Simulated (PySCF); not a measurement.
## `O1C(=O)C[C@H]1C[SiH2]F`, C4H7FO2Si

Geometry (Å), atoms numbered from 1 in this order:
```xyz
15

O    -2.612    0.490    2.006
C    -1.879    0.147    1.138
C    -1.906    0.128   -0.378
C    -0.501   -0.480   -0.213
C     0.686    0.313   -0.704
Si    2.270   -0.162    0.245
F     3.456    0.609   -0.531
O    -0.642   -0.403    1.229
H    -2.668   -0.515   -0.810
H    -1.945    1.110   -0.844
H    -0.426   -1.530   -0.510
H     0.489    1.378   -0.564
H     0.802    0.145   -1.775
H     2.578   -1.576    0.090
H     2.293    0.354    1.599
```

Theory: GIAO BHandHLYP/pcSseg-1 magnetisability, rotational g tensor and spin-rotation constants, non-relativistic, gas phase in PySCF. Geometry: GFN2-xTB.

Problem. Give the nuclear spin-rotation constants along the inertial axes (H = +C I·J) beside the isotropic shieldings.

Solution. Rotational constants 5.0435, 0.7639, 0.7127 GHz. A star marks the isotopologue with that one atom substituted, in its own axes.
| atom | isotope | Caa (kHz) | Cbb (kHz) | Ccc (kHz) | mean (kHz) | σ (ppm) |
| --- | --- | --- | --- | --- | --- | --- |
| F7 | 19F | 2.171 | 0.277 | 0.304 | 0.917 | 401.4 |
| H9 | 1H | -0.310 | -0.038 | -0.046 | -0.131 | 28.4 |
| H10 | 1H | -0.601 | -0.063 | 0.011 | -0.218 | 28.9 |
| H11 | 1H | -0.486 | -0.081 | 0.034 | -0.178 | 27.5 |
| H12 | 1H | -0.524 | -0.096 | 0.016 | -0.201 | 30.4 |
| H13 | 1H | -0.487 | 0.009 | -0.090 | -0.190 | 30.5 |
| H14 | 1H | -0.426 | -0.071 | 0.032 | -0.155 | 26.9 |
| H15 | 1H | -0.449 | 0.022 | -0.051 | -0.159 | 26.9 |
| O1 | 17O* | -2.762 | -0.371 | -0.154 | -1.096 | -114.6 |
| C2 | 13C* | 1.896 | 0.350 | 0.208 | 0.818 | 12.7 |
| C3 | 13C* | 0.789 | 0.151 | 0.154 | 0.365 | 135.8 |
| C4 | 13C* | 1.300 | 0.123 | 0.161 | 0.528 | 119.4 |
| C5 | 13C* | 0.701 | 0.126 | 0.114 | 0.313 | 160.6 |
| Si6 | 29Si* | -2.972 | -0.487 | -0.458 | -1.306 | 356.1 |
| O8 | 17O* | -1.396 | -0.256 | -0.181 | -0.611 | 45.3 |

For the geometry as given, no vibrational averaging.

Problem. How do the rotational constants and the g tensor change when H9, H10, H11, H12, H13, H14, H15 are replaced by deuterium?

Solution. Constants 4.0967, 0.7329, 0.6801 GHz; g -0.0480, -0.0146, -0.0146, against -0.0576, -0.0154, -0.0152 before.
